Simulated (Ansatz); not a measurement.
`C[SiH](F)CS`, charge 0, multiplicity 1.

(1) Give a relaxed structure at PBE0-D4/def2-TZVP (the Gaussian-basis code of Ansatz). (Best estimate.)

## Answers

(1) Computed: 
Z-matrix (Å, degrees):
```
C
Si 1 1.850
H 1 1.092 2 110.7
H 1 1.092 2 110.8 3 -120.7
H 1 1.094 2 110.3 3 119.8
F 2 1.608 1 109.1 3 65.2
C 2 1.869 1 112.5 3 -53.0
H 2 1.488 1 111.8 3 -177.3
S 7 1.815 2 111.8 1 62.3
H 7 1.092 2 112.3 1 -172.6
H 7 1.094 2 109.1 1 -54.0
H 9 1.343 7 97.1 2 49.8
```
This is one stationary point; other conformers may exist.
